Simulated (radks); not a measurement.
Values are calculated unless marked as measured or tabulated.
Task: The mean radii <r> (bohr) of the occupied orbitals of an atom or ion are listed with their occupations. Level of theory: Dirac Kohn-Sham, PBEsol, spin-unpolarised, spherical densities, finite nucleus; Fermi nuclear charge, rms radius of each element as measured or else 0.836 A^(1/3) + 0.57 fm (a radial shooting solver on a logarithmic mesh with Libxc functionals).

orbital  occ.      <r>
1s1/2       2  0.02907
2s1/2       2   0.1252
2p1/2       2   0.1058
2p3/2       4   0.1112
3s1/2       2   0.3393
3p1/2       2   0.3300
3p3/2       4   0.3413
3d3/2       4   0.3126
3d5/2       6   0.3162
4s1/2       2   0.8183
4p1/2       2   0.8648
4p3/2       4   0.8944
4d3/2       4    1.074
4d5/2       6    1.087
5s1/2       1    2.112

Name the element and its charge. Open shells, if any, are shared by 2j + 1.

Result: Z = 50, tin, charge +3: Sn3+ in [Kr] 4d10 5s1. The 1s radius gives Z: for a bare nucleus <r> = (2 gamma + 1)/(2Z) with gamma = sqrt(1 - (Z/c)^2), 0.02862 bohr for Z = 50, and screening makes it slightly larger (0.02907 here). The occupations add up to 47, and the charge is Z minus that.
